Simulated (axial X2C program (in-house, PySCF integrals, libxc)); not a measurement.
Correcting the dissociation energy of SrSe⁺ for spin–orbit coupling

A spin-free CCSD(T) curve (one-electron X2C) was computed with an axial X2C code built on PySCF integrals, basis Sr dyall-cv3z [13s12p8d5f1g], Se dyall-cv3z [8s9p6d4f1g] (cores contracted in-house), for the state M_S = 1/2, Λ = 1 (beyond evenly filled blocks: π+α, π+β, π-α). It gives D0 = 2.178 eV to Sr+ + Se, which in a spin-free picture are the weighted means of the ground terms.

Correlated methods: 15 electrons correlated (number of frozen shells: Sr 3 s, 2 p, 1 d; Se 3 s, 2 p, 1 d), 279 virtual spin orbitals or spinors in MP2, 90 natural virtuals in coupled cluster.

Measured levels of the ground terms (NIST Handbook of Basic Atomic Spectroscopic Data), in cm⁻¹: Sr+ 2S: J = 1/2 at 0; Se 3P: J = 2 at 0, J = 1 at 1989.5, J = 0 at 2534.4.

The two components of the molecular doublet are 1449 cm⁻¹ apart in the PBE0 2c search (Ω = 3/2 lower), so the lower one lies 724 cm⁻¹ under their mean.

(1) How far does each ground level lie under the (2J+1)-weighted mean of its term?

(2) Correct D0.

Second-order spin–orbit effects in the molecule, which grow quickly with Z, are left out. The state is a single determinant with fixed occupations, the lowest that a limited PBE0 search found. De is counted from the lowest determinant-based energies of the atoms at the same level, without counterpoise correction. Coupled cluster ran in a truncated set of natural virtual spinors; the MP2 energy of the rest was added. (T) has no such correction and the atoms are truncated less, which lowers De at CCSD(T) by a hundredth of an eV or more.

Results:

(1) Sr+: a single level, 0; Se: (5 × 0 + 3 × 1989.5 + 1 × 2534.4)/9 = 945 cm⁻¹.

(2) D0 = 2.178 + (724 − 945)/8065.5 = 2.151 eV at CCSD(T) with these spin–orbit terms. The direct two-component run gives 2.151 eV; the difference holds second-order terms in the molecule, scalar two-electron terms, the gap between measured and computed atomic splittings (a 2c atom can miss part of its lowering) and, in coupled cluster, the truncation of each run.
